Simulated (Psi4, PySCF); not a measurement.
Intermolecular potential of CO ··· H3O+ (SMILES [C-]#[O+] and [OH3+]) (charge +1). Monomers: optimised at B3LYP-D3(BJ) (def2-TZVP), held rigid. Orientation: lowest of the rigid-body minima from ten starts at GFN2-xTB. The monomers approach along the line of their centres of mass (distance R); nothing else relaxes.

Geometry at R = 3.32 Å (first 2 atoms: monomer A):
```
6

C      0.5625     0.0000     0.0000
O     -0.5625     0.0000     0.0000
O      3.2437    -0.1608     0.1052
H      3.6756     0.5692     0.5984
H      2.2692    -0.0658     0.0425
H      3.6724    -0.3567    -0.7554
```

Levels of theory: CCSD/aug-cc-pVDZ = DF-CCSD/aug-cc-pVDZ, frozen core, counterpoise-corrected (Psi4); PBE0/def2-TZVP, counterpoise-corrected (Psi4); wB97X-V/def2-TZVP, counterpoise-corrected (Psi4); CCSD(T)/aug-cc-pVDZ = DF-CCSD(T)/aug-cc-pVDZ, frozen core, counterpoise-corrected run with Psi4 1.11; RKS-B3LYP/6-31G* = restricted B3LYP/6-31G*, spherical d, no counterpoise correction run with PySCF 2.14.0.

Interaction energies in kcal/mol (negative: bound); R is the distance of the centres of mass, d the C1···H5 distance.

```csv
R / Å,d / Å,CCSD/aug-cc-pVDZ,PBE0/def2-TZVP,wB97X-V/def2-TZVP,CCSD(T)/aug-cc-pVDZ,RKS-B3LYP/6-31G*
3.13,1.52,-8.31,-12.19,-10.50,-9.23,-14.45
3.32,1.71,-12.43,-15.32,-14.12,-13.20,-17.84
3.50,1.89,-12.88,-15.08,-14.23,-13.54,-17.78
3.71,2.10,-11.69,-13.25,-12.69,-12.22,-15.94
4.03,2.42,-9.05,-9.87,-9.58,-9.44,-12.13
4.29,2.68,-7.09,-7.54,-7.37,-7.39,-9.24
4.80,3.19,-4.37,-4.49,-4.42,-4.57,-5.12
5.55,3.94,-2.36,-2.34,-2.31,-2.48,-2.28
6.49,4.88,-1.27,-1.25,-1.23,-1.35,-1.17
7.85,6.24,-0.65,-0.64,-0.63,-0.70,-0.61
```

Lowest grid point: CCSD/aug-cc-pVDZ -12.88 kcal/mol at R = 3.50 Å; PBE0/def2-TZVP -15.32 kcal/mol at R = 3.32 Å; wB97X-V/def2-TZVP -14.23 kcal/mol at R = 3.50 Å; CCSD(T)/aug-cc-pVDZ -13.54 kcal/mol at R = 3.50 Å; RKS-B3LYP/6-31G* -17.84 kcal/mol at R = 3.32 Å.
